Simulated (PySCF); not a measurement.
A structure optimised at PBE-D3(BJ)/def2-SVP, used in a PySCF frequency run:

```
O
Si 1 1.6456
H 2 1.4867 1 109.50
Ge 1 1.8213 2 129.87 3 -172.17
H 4 1.5449 1 104.75 2 -140.01
H 4 1.5464 5 112.22 1 115.37
H 4 1.5486 5 112.23 6 127.23
Cl 2 2.0745 3 109.53 1 121.39
Cl 2 2.0780 3 109.73 1 -120.90
```

**Question.** Write its SMILES and formula.

**Answer.** Cl[SiH](Cl)[O][GeH3], Cl2GeH4OSi

**Question.** What are its rotational constants (standard atomic weights)?

**Answer.** 2.0153, 0.89356, 0.70478 GHz
